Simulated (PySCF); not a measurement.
Ionisation energy of Sn(37+) by level of theory

Sn(37+) [Ne] 3s2 3p1 (2P) → Sn(38+) [Ne] 3s2 (1S), as a difference of total energies. Computed with PySCF 2.14 in an uncontracted even-tempered set (16 s from 5.9 bohr⁻², ratio 2.5; 10 p from 7.7 bohr⁻², ratio 2.5; 4 d from 32 bohr⁻², ratio 2.7; 4 f from 48 bohr⁻², ratio 2.7), with the non-relativistic Hamiltonian (point nucleus). Correlated levels: outer shells: 1s2 frozen; virtual orbitals above 40 to 60 times the deepest correlated orbital energy dropped. The calculations carry no spin-orbit coupling.

| method | ionisation energy (eV) |
| --- | --- |
| UHF | 2449.0 |
| LDA | 2450.9 |
| PBE | 2451.7 |
| PBE0 | 2451.3 |
| r2SCAN | 2451.0 |
| PW91 | 2452.3 |
| BHandHLYP | 2451.4 |
| MP2 (outer shells) | 2449.3 |
| SCS-MP2 (outer shells) | 2449.1 |

A first-order spin-orbit estimate (lowest level to lowest level, LS coupling) adds 30.994 eV.

The gap to the reference is mostly relativistic.

For comparison: 2499 ± 11 eV (semi-empirical (NIST evaluation); NIST Atomic Spectra Database, ionization energies).
